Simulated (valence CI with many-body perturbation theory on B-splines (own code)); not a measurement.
Ladder of approximations for Si⁹⁺

Calculated by valence CI with perturbative core correlation (CI+MBPT): three valence electrons over a frozen Dirac-Fock core [He], radial functions for each j: 11 s, 11 p, 9 d, 7 f, 5 g, 2 h, 1 i, with the one-electron correlation potential Σ1 (screened to all orders), the two-electron term Σ2, the three-electron term Σ3, Breit, model QED; selected single and double excitations, second order for the rest, scaled by the run's own slope (own B-spline code, finite nucleus).

No measured levels were compared; by estimate levels of excited configurations hold to 0.05 to 0.15 % of their energy, terms of the ground configuration to about 0.5 %.

Each rung adds one term. CI alone is the Dirac-Coulomb CI over the frozen core; QED comes last and gives the full result, which names the levels. Energies are above 2s2 2p 2P°_1/2 on the same rung, in cm⁻¹.

| Level | CI alone |
| --- | --- |
| 2s2 2p 2P°_3/2 | 7412 |
| 2s 2p2 4P_1/2 | 162127 |
| 2s 2p2 4P_3/2 | 164746 |
| 2s 2p2 4P_5/2 | 168814 |
| 2s 2p2 2D_3/2 | 290090 |
| 2s 2p2 2D_5/2 | 290232 |
| 2s 2p2 2S_1/2 | 369523 |
| 2s 2p2 2P_1/2 | 393872 |
| 2s 2p2 2P_3/2 | 398284 |
| 2p3 4S°_3/2 | 514425 |
| 2p3 2D°_3/2 | 579957 |
| 2p3 2D°_5/2 | 580364 |
| 2p3 2P°_1/2 | 651262 |
| 2p3 2P°_3/2 | 652045 |
| 2s2 3s 2S_1/2 | 1821330 |
| 2s2 3p 2P°_1/2 | 1902080 |

(1) What do these energies become with core correlation, Breit and QED?

(2) How does the ionisation energy move along the ladder, and which term matters most?

Answers

(1) 2s2 2p 2P°_3/2 6988 (-424); 2s 2p2 4P_1/2 160882 (-1245); 2s 2p2 4P_3/2 163359 (-1387); 2s 2p2 4P_5/2 166921 (-1893); 2s 2p2 2D_3/2 287914 (-2176); 2s 2p2 2D_5/2 287934 (-2298); 2s 2p2 2S_1/2 367854 (-1669); 2s 2p2 2P_1/2 390244 (-3627); 2s 2p2 2P_3/2 394217 (-4066); 2p3 4S°_3/2 509273 (-5152); 2p3 2D°_3/2 575490 (-4466); 2p3 2D°_5/2 575511 (-4853); 2p3 2P°_1/2 646913 (-4349); 2p3 2P°_3/2 647544 (-4501); 2s2 3s 2S_1/2 1821960 (+630); 2s2 3p 2P°_1/2 1902490 (+406).

(2) CI alone 401.27, + Σ1 401.52, + Σ2 401.47, + Σ3 401.45, + Breit 401.33, + QED 401.34 eV. The largest step is Σ1, 0.25 eV. NIST lists 401.38 eV (semi-empirical).
